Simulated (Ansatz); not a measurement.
```yaml
crystal:
  periodic: [false, false, false]
  atoms:
    - {symbol: Ga, position_ang: [0.663995, 0.635404, 0.004692]}
    - {symbol: Ga, position_ang: [-1.928715, -1.845612, -0.013550]}
    - {symbol: O, position_ang: [-0.601920, -0.577873, -0.006532]}
    - {symbol: O, position_ang: [1.866640, 1.788091, 0.015400]}
basis:
  gaussian: {orbitals: cc-pVTZ, point_charges: [{charge: 1.00, position_ang: [5.019, -0.792, 0.914]}]}
hamiltonian: {xc: {name: wB97}}
scf: {lower_state_search: light}
```

```sh
$ ansatz run in.yaml --threads 4 --pin off --events-out ev --progress --plain --max-ram 3916MiB
```

Shortened log:

```
Functional definition: wB97
1060 factors; their error is unknown
286 factors; integrals over basis functions are off by at most 3.9e-5 eV
mean field evaluation 1: about -108848.7382 eV, gradient 8.6e1 eV
mean field evaluation 2: about -108813.6397 eV, gradient 1.6e2 eV
mean field evaluation 4: about -108861.8784 eV, gradient 1.5e1 eV
mean field evaluation 8: about -108862.2444 eV, gradient 1.7e-1 eV
mean field evaluation 16: about -108862.2235 eV, gradient 2.6e-4 eV
mean field -108862.22352401 eV, -4000.6129250420 hartree, gradient 3.8e-5 eV, S^2 0.000000; 0 other end points of the search recorded, 0 dependent functions left out
reference -108862.22351313 eV, -4000.6129246423 hartree; 39, 39 occupied and 107, 107 virtual orbitals, 1060 factors
Total energy: -108862.22351313 eV, -4000.6129246423 hartree
```

It took 2.9 s on 4 threads of Arm Neoverse V2 on a shared host.
